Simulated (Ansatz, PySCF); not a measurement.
Gas-phase reaction (SMILES): CN[SiH3] → [CH2]N[SiH3] + H atom; the C-H bond at the site shown breaks (other sites are not compared here).

Each molecule is optimised on its own at B3LYP-D3(BJ)/def2-TZVP (Ansatz, an electronic-structure program), one conformer each, not searched for the lowest. Cores are frozen in the correlated levels unless marked. Open shells are spin-unrestricted. Spin-orbit coupling is left out. Non-relativistic. CBS(X,Y): correlation extrapolated as X^-3; Hartree-Fock from the larger set. Thermal terms are rigid-rotor harmonic-oscillator values from B3LYP-D3(BJ) frequencies (PySCF) at 298.15 K and 1 atm. 1 Eh = 627.5095 kcal/mol. Atoms have translation alone. Electronic entropy comes from spin alone.

```json
[
 {"species": "CN[SiH3]", "E, CCSD(T)/CBS(aug-cc-pV(T+d)Z,aug-cc-pV(Q+d)Z) (Ansatz) (Eh)": "-386.03803", "E, PBE-D3(BJ)/def2-TZVPD (Ansatz + dftd3) (Eh)": "-386.33322", "H - E (Eh)": "0.08528", "G - E (Eh)": "0.05119"},
 {"species": "[CH2]N[SiH3]", "E, CCSD(T)/CBS(aug-cc-pV(T+d)Z,aug-cc-pV(Q+d)Z) (Ansatz) (Eh)": "-385.37977", "E, PBE-D3(BJ)/def2-TZVPD (Ansatz + dftd3) (Eh)": "-385.68360", "H - E (Eh)": "0.07135", "G - E (Eh)": "0.03644"},
 {"species": "H atom", "E, CCSD(T)/CBS(aug-cc-pV(T+d)Z,aug-cc-pV(Q+d)Z) (Ansatz) (Eh)": "-0.49995", "E, PBE-D3(BJ)/def2-TZVPD (Ansatz + dftd3) (Eh)": "-0.49962", "H - E (Eh)": "0.00236", "G - E (Eh)": "-0.01065"}
]
```

Question: Work out ΔE and ΔH, ΔG, ΔS and the equilibrium constant at 298.15 K at the first level, then ΔH at the second.

Answer: 
1. ΔE = [(-385.37977) + (-0.49995)] - [(-386.03803)] = 0.15831 Eh = 99.3 kcal/mol at CCSD(T)/CBS(aug-cc-pV(T+d)Z,aug-cc-pV(Q+d)Z).
2. The terms H - E add up to -0.01157 Eh, so ΔH = (0.15831 + (-0.01157))×627.5095 = 92.1 kcal/mol.
3. The terms G - E add up to -0.02540 Eh, so ΔG = 83.4 kcal/mol, and ΔS = (-0.01157 - (-0.02540))×627509.5/298.15 = 29.1 cal/(mol K).
4. log10 K = -ΔG/(RT ln 10) = -61.1, with RT ln 10 = 1.3642 kcal/mol.
5. With ΔH and ΔS taken as constant, ΔG changes sign near ΔH/ΔS = 3160 K, a rough figure that leaves out heat capacities.
6. At PBE-D3(BJ)/def2-TZVPD the same steps give ΔE = 94.1 and ΔH = 86.9 kcal/mol, a shift of -5.2 from the first level.
7. These values are not checked against measurement here, since the tables used lack a sound gas-phase enthalpy of formation for at least one species.
